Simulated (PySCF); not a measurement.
A calculated (PBE0, PySCF 2.14, x2c-SVPall, the spin-free X2C one-electron Hamiltonian (Gaussian nucleus)) atom or ion has these occupied shells.

| shell | electrons | orbital energy (eV) | rms radius, mean of both spins (bohr) |
| --- | --- | --- | --- |
| 1s β | 1 | -19877.9 | 0.0404 |
| 1s α | 1 | -19877.9 | 0.0404 |
| 2s α | 1 | -2832.9 | 0.166 |
| 2s β | 1 | -2832.3 | 0.166 |
| 2p α | 3 | -2533.4 | 0.148 |
| 2p β | 3 | -2532.9 | 0.148 |
| 3s α | 1 | -496.02 | 0.458 |
| 3s β | 1 | -495.69 | 0.458 |
| 3p α | 3 | -396.85 | 0.464 |
| 3p β | 3 | -396.47 | 0.464 |
| 3d α | 5 | -235.30 | 0.455 |
| 3d β | 5 | -234.62 | 0.455 |
| 4s α | 1 | -76.281 | 1.19 |
| 4s β | 1 | -72.732 | 1.19 |
| 4p α | 3 | -49.529 | 1.33 |
| 4p β | 3 | -45.242 | 1.33 |
| 4d α | 5 | -12.811 | 2.04 |

Task: Name the element and its charge.

Result: Mo⁺ (molybdenum, charge +1), in [Kr] 4d5, high-spin 6S determinant.
